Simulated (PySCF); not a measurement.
SCF from a fresh guess for singlet [VF4]+, at the PBE0 minimum. PySCF input:

```python
from pyscf import gto, scf, dft
mol = gto.M(atom='''
V      0.000000     0.000000     0.000000
F      1.333961    -0.001796    -0.939435
F     -0.002312     1.334475     0.938703
F     -1.330363    -0.002834    -0.944520
F     -0.001286    -1.329845     0.945252''',
    basis={'V': 'def2-SVP', 'F': 'def2-SVP'},
    charge=1, spin=0)
mf = dft.RKS(mol, xc='PBE0')
mf.grids.atom_grid = (50, 194)
aux = {'V': 'def2-universal-JKFIT', 'F': 'def2-universal-JKFIT'}
mf = mf.density_fit(auxbasis=aux)
mf.conv_tol = 1e-08
mf.diis_space = 10
mf.max_cycle = 60
mf.init_guess = 'minao'
mf.verbose = 4
mf.kernel()
```

Excerpt of the output (cycles and frontier levels):

```
init E= -1342.51136115881
  HOMO = -0.59645469857091  LUMO = -0.232645251557667  gap/eV = 9.89976
cycle= 1 E= -1341.66233245535  delta_E= 0.849  |g|= 1.49  |ddm|= 2.64
  HOMO = -0.668852944674308  LUMO = -0.644538126395968  gap/eV = 0.66164
cycle= 2 E= -1328.42909157968  delta_E= 13.2  |g|= 8.37  |ddm|=  4.2
  HOMO = -0.720774722299062  LUMO = -0.484491512951089  gap/eV = 6.42959
cycle= 3 E= -1342.05560562534  delta_E= -13.6  |g|= 0.803  |ddm|= 3.35
  HOMO = -0.763845903766293  LUMO = -0.511292699681946  gap/eV = 6.87232
cycle= 4 E= -1342.11716292948  delta_E= -0.0616  |g|= 0.456  |ddm|= 0.222
  HOMO = -0.75471173482272  LUMO = -0.489155886665292  gap/eV = 7.22614
cycle= 5 E= -1342.13779190225  delta_E= -0.0206  |g|= 0.305  |ddm|= 0.0813
  HOMO = -0.755945160884063  LUMO = -0.469015264161427  gap/eV = 7.80776
cycle= 6 E= -1342.15389046196  delta_E= -0.0161  |g|= 0.00362  |ddm|= 0.138
  HOMO = -0.755630951224154  LUMO = -0.468661011133859  gap/eV = 7.80885
cycle= 7 E= -1342.15389125051  delta_E= -7.89e-07  |g|= 0.00248  |ddm|= 0.00271
  HOMO = -0.75565523671775  LUMO = -0.468667468722256  gap/eV = 7.80933
cycle= 8 E= -1342.15389200641  delta_E= -7.56e-07  |g|= 0.00142  |ddm|= 0.00189
  HOMO = -0.755679993011538  LUMO = -0.468683613931666  gap/eV = 7.80957
cycle= 9 E= -1342.15389235902  delta_E= -3.53e-07  |g|= 0.000303  |ddm|= 0.000726
  HOMO = -0.755679858806915  LUMO = -0.46870066898032  gap/eV = 7.80910
cycle= 10 E= -1342.15389237602  delta_E= -1.7e-08  |g|= 1.56e-05  |ddm|= 0.000172
  HOMO = -0.755680096886778  LUMO = -0.468699278512621  gap/eV = 7.80915
cycle= 11 E= -1342.15389237607  delta_E= -4.66e-11  |g|= 1.25e-06  |ddm|= 1.1e-05
  HOMO = -0.755679969898161  LUMO = -0.468699377725563  gap/eV = 7.80914
Extra cycle  E= -1342.15389237607  delta_E= 2.27e-12  |g|= 3.42e-06  |ddm|= 2.66e-06
converged SCF energy = -1342.15389237607
```

No lower solution of this spin was found by a stability analysis within the restricted form, which does not test spin polarisation.

Stability towards spin polarisation was not tested.

The search for the lowest solution, with the stability check, took 7.8 s on 2 threads of a shared Arm Neoverse N1 host, with 87 basis functions; the process peaked at 0.37 GiB.
